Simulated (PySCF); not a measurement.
CH7GaOP2, SMILES [PH2][Ga]([PH2])[O]C. Atoms are numbered in the order given.

```xyz
12

Ga     0.0785    -0.0190     0.1080
O     -0.7301    -1.4794    -0.5585
C     -1.7019    -1.5185    -1.5690
H     -1.9023    -0.5301    -2.0299
H     -1.3831    -2.1991    -2.3801
H     -2.6623    -1.8999    -1.1742
P      1.7660    -0.5467     1.6300
H      0.9383    -1.4898     2.3136
H      1.4347     0.5367     2.5026
P     -0.4757     2.0479    -0.8584
H     -0.2869     2.7488     0.3730
H     -1.8756     1.8475    -0.6431
```

Coordinates come from a B3LYP-D3(BJ)/def2-SVP optimisation. One conformer was computed; it need not be the lowest.

Method: HF/def2-TZVP (PySCF).

ESP charges are fitted to the potential on shells at 1.4 to 2.0 van der Waals radii. Atomic charges (e):

| atom | Löwdin | IAO | ESP fit | Mulliken |
|---|---|---|---|---|
| Ga1 | -0.01 | 0.79 | 0.73 | (withheld) |
| O2 | -0.08 | -0.71 | -0.48 | (withheld) |
| C3 | -0.35 | -0.09 | -0.08 | (withheld) |
| H4 | 0.09 | 0.08 | 0.07 | 0.07 |
| H5 | 0.10 | 0.12 | 0.07 | 0.10 |
| H6 | 0.09 | 0.11 | 0.06 | 0.09 |
| P7 | 0.06 | -0.06 | -0.29 | -0.29 |
| H8 | 0.02 | -0.03 | 0.06 | 0.07 |
| H9 | 0.01 | -0.05 | 0.04 | 0.05 |
| P10 | 0.05 | -0.08 | -0.29 | -0.30 |
| H11 | 0.01 | -0.04 | 0.05 | 0.06 |
| H12 | 0.02 | -0.04 | 0.05 | 0.06 |

What belongs in the gaps? (Estimate from the structure and the level; the computed values follow.)


- Ga1, Mulliken: 0.72
- O2, Mulliken: -0.56
- C3, Mulliken: -0.08
